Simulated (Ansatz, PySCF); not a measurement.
Caution: the highest occupied level lies above zero, so the state may not be bound. Caution: the restricted solution is unstable towards spin-unrestricted or complex orbitals, so a lower solution exists and this singlet may not be the ground state. This singlet lies within 0.05 eV of the relaxed triplet at the level frozen-core CCSD(T)/aug-cc-pVTZ // PBE0-D3(BJ)/def2-TZVPD (Ansatz, a program for electronic structure).

Cartesian coordinates (Å):
```xyz
5

B      1.2845    -0.1166    -0.0219
Al    -0.6789     0.0624     0.0108
H      2.4783    -0.2229    -0.0545
H     -1.4170     1.4790     0.2893
H     -1.6668    -1.2018    -0.2237
```
Charge -1, spin multiplicity 1.

Q: What is the computed total energy and HOMO (PBE0-D3(BJ)/def2-TZVPD in PySCF 2.14.0)?

A: 
```
Item                 Value
------------  ------------
total energy  -268.8515 Ha
HOMO               0.61 eV
```
